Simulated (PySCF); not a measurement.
# Reading the logs of faulty runs: CClH3NSi

These are calculations, not measurements. They come from PySCF 2.14.0, an open-source quantum chemistry program, on an isolated molecule that a program drew, which may never have been made. The molecule is CClH3NSi (charge 0, doublet), drawn as the SMILES string `[CH2]N=[SiH]Cl`.

Each row is a Hartree-Fock (HF) and frozen-core CCSD(T) single point in the cc-pV(D+d)Z basis, meant for a local HF minimum. Run 1 is clean. Each other run has one planted mistake out of seven kinds, and not every kind appears here: one electron removed, one electron added, multiplicity raised by two, geometry at a saddle point, minimal basis STO-3G, one bond length entered in bohr, all coordinates scaled. The reference is restricted for singlets and unrestricted otherwise, and also for a bond in bohr. Adding or removing an electron swaps singlet and doublet. Electrons count all cores. HOMO and LUMO are orbital energies over both spins, the gradient is its largest component, and the lowest frequency (negative if imaginary) is given only where the gradient is small. Bond lengths are over the 6 bonds as drawn. T1 is the CCSD diagnostic: over 0.02 (restricted) or 0.045 (unrestricted) a single reference is doubtful.

Geometry of the clean run:
```xyz
7
CClH3NSi, angstrom
C    -0.3913    0.0017   -1.5443
N     0.2971    0.4219   -0.5726
Si    0.0559    1.8051    0.4121
Cl   -1.3193    3.1595   -0.3843
H    -1.2485    0.5362   -1.9633
H    -0.1379   -0.9454   -2.0221
H     1.3379    2.5065    0.5869
```

| run | electrons | basis functions | <S^2> | HOMO (eV) | LUMO (eV) | gradient (hartree/bohr) | lowest frequency (cm^-1) | mean bond (Å) | longest bond (Å) | T1 | HF (hartree) | CCSD(T) (hartree) | mistake |
|---|---|---|---|---|---|---|---|---|---|---|---|---|---|
| 1 | 47 | 89 | 0.833 | -9.21 | 1.24 | 3.1e-05 | 144 | 1.4536 | 2.088 | 0.0239 | -842.52152 | -843.08388 | no fault |
| 2 | 46 | 89 | 0.000 | -16.51 | -7.14 | 1.0e-01 | - | 1.4536 | 2.088 | 0.0228 | -842.21947 | -842.78226 | one electron removed |
| 3 | 47 | 89 | 3.772 | -7.11 | 0.64 | 1.2e-01 | - | 1.4536 | 2.088 | 0.0207 | -842.40907 | -842.93763 | multiplicity raised by two |
| 4 | 47 | 89 | 1.373 | -9.08 | 1.05 | 2.3e-02 | - | 1.7079 | 3.241 | 0.0612 | -842.45511 | -843.00420 | ? |
| 5 | 47 | 89 | 0.771 | -8.59 | 1.76 | 1.2e-01 | - | 1.3373 | 1.921 | 0.0151 | -842.45854 | -843.00651 | ? |

**Which mistake was planted in run 4, and what did it cost?**

The mean bond changes by a factor of 1.175 and the longest by 1.552, so the molecule wasn't scaled as a whole. A length L in bohr read as angstrom grows by (1/0.5292 - 1) L = 0.890 L. The 6 bonds together grew by 6 x 0.2543 = 1.526 Å, which gives L = 1.715 Å. That is bond N2-Si3, 1.715 Å in the clean geometry. So the mistake is: one bond length entered in bohr. Subtracting run 1 and multiplying by 627.51 kcal/mol a hartree, the energy moved by 41.7 kcal/mol in HF and 50.0 kcal/mol in CCSD(T).

**Which mistake was planted in run 5, and what did it cost?**

The mean and the longest bond both change by the same factor, 0.920, and the gradient is no longer small. So the mistake is: all coordinates scaled. Subtracting run 1 and multiplying by 627.51 kcal/mol a hartree, the energy moved by 39.5 kcal/mol in HF and 48.6 kcal/mol in CCSD(T).

Cautions from the logs. Run 2: T1 is over the limit, so its CCSD(T) energy is less reliable; run 4: T1 is over the limit, so its CCSD(T) energy is less reliable.
